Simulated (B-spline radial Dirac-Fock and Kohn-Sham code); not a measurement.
**Core-level shifts of cadmium with charge state**

The computed values come from a radial atomic solver: multi-electron Dirac-Fock with separately optimised hole states, Breit and Lamb-shift corrections added in first order. Each ion is free and in its tabulated ground configuration. Correlation energy is missing from these numbers.

Reference: Cd⁶⁺, [Kr] 4d6, with L3 3651.7 eV, M2 765.6 eV, M4 521.6 eV, N1 219.2 eV, N2 177.5 eV, Lβ1 (L2-M4) 3319.9 eV. Shifts from it, in eV (a dash: the subshell is empty, belongs to an open shell averaged over j, or its hole state is left out as unreliable):

```
  ion      configuration      L3      M2      M4      N1      N2     Lβ1
 Cd⁷⁺           [Kr] 4d5   +25.2   +24.3   +24.3   +21.3   +20.6   +0.85
 Cd⁸⁺           [Kr] 4d4   +51.8   +49.9   +49.9   +43.4   +42.0   +1.90
 Cd⁹⁺           [Kr] 4d3   +79.8   +76.7   +76.6   +66.2   +64.2   +3.15
Cd¹⁰⁺           [Kr] 4d2  +109.0  +104.5  +104.5   +89.8   +87.0   +4.58
Cd¹¹⁺           [Kr] 4d1  +139.6  +133.5  +133.5  +114.1  +110.6   +6.22
Cd¹²⁺  [Ar] 3d10 4s2 4p6  +171.5  +163.6  +163.5  +139.0  +134.8   +8.06
Cd¹³⁺  [Ar] 3d10 4s2 4p5       –  +195.9  +196.2  +163.7       –  +10.27
```
